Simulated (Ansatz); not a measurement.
Ansatz results at the PBE0-D4/def2-TZVP geometry: HOMO–LUMO gap (PBE0/def2-TZVPP) 5.65 eV; HOMO energy (PBE/def2-TZVPP) -6.17 eV; LUMO energy (PBE/def2-TZVPP) -2.35 eV.

Each molecule was computed in one conformer, which needn't be the lowest.

**Question.** Which molecule gave them?
A. `C[SiH2]OCO`
B. `F[SiH2][N]([SiH3])[GaH2]`
C. `C[SiH]1CCO1`
D. `[NH2][AlH][SiH]([SiH3])Cl`

**Answer.** D. The others give `C[SiH2]OCO`: 9.03, -6.66, -0.06; `C[SiH]1CCO1`: 8.16, -6.15, -0.39; `F[SiH2][N]([SiH3])[GaH2]`: 6.60, -6.95, -2.40.
